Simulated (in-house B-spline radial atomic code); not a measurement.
Sb³⁺. Computed with a B-spline radial atomic code. Model: all-electron spherical atom, spin shells full or empty, radial basis limit, no spin-orbit coupling, Breit or QED, empty-state partial waves extrapolated as (l+1/2)^-4, RPA, G0W0 and static COHSEX of the highest shell as one setting changes (uncorrelated shells keep exact exchange).

Given: element Sb; charge 3; filled core Kr; hamiltonian one-electron scalar X2C; mean-field start r2SCAN; highest l of empty states 9; nuclear rms radius 4.6802 fm; highest mean-field shell 5s.

Shell: 4d 5 5, 5s 1 1 (electrons up and down).

```tsv
lowest nl shells left uncorrelated	RPA correlation energy (hartree)	G0W0 level (eV)	G0W0 minus most complete (meV)	COHSEX level (eV)	removal by RPA minus most complete (meV)
0	-3.7948	-44.184	0	-46.259	0
1	-3.619	-44.184	0.2	-46.259	-0.1
2	?	?	?	?	?
3	-2.8713	-44.184	0.5	-46.257	1.8
4	-2.692	-44.199	-14.3	-46.289	16.8
5	?	?	?	?	?
6	-1.3227	-44.128	56.6	-46.185	-27.5
7	-1.1671	-44.197	-13	-46.315	32.7
8	-0.72148	-44.119	65.7	-46.203	-84.2
9	-0.069025	-43.119	1064.8	-44.764	-1226.4
```

(1) What follows for lowest nl shells left uncorrelated = 2?

(2) What follows for lowest nl shells left uncorrelated = 5?

Results:

(1) RPA correlation energy -3.4255 hartree; G0W0 level -44.187 eV; G0W0 minus most complete -2.6 meV; COHSEX level -46.265 eV; removal by RPA minus most complete 3.1 meV.

(2) RPA correlation energy -2.1611 hartree; G0W0 level -44.189 eV; G0W0 minus most complete -4.9 meV; COHSEX level -46.279 eV; removal by RPA minus most complete 12.1 meV.
